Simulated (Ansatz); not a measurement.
Program: Ansatz 0.2.0.

A structure relaxed at PBE0-D4/def2-TZVP, charge 0, multiplicity 1:

```xyz
13

C    -1.325   -0.304   -1.087
N    -0.230   -0.054   -0.187
C    -0.392   -0.714    1.078
In    1.332    1.103   -0.697
S     3.022    1.369    0.965
H    -2.283    0.043   -0.669
H    -1.178    0.208   -2.041
H    -1.439   -1.378   -1.302
H    -0.463   -1.807    0.962
H    -1.307   -0.386    1.596
H     0.449   -0.511    1.744
H     1.415    1.836   -2.233
H     2.400    0.596    1.870
```

Problem. Give its formula and SMILES.

Solution. C2H8InNS, `C[N](C)[InH][SH]`.

Problem. Point group (tolerance 0.08 Å, 0.16 Å for H)?

Solution. Cs.

Problem. Summarise the bond lengths by kind.

Solution. 2 × C–N 1.436 to 1.439 Å; 6 × C–H 1.092 to 1.101 Å; 1 × In–N 2.010 Å; 1 × In–S 2.385 Å; 1 × H–In 1.704 Å; 1 × H–S 1.343 Å.
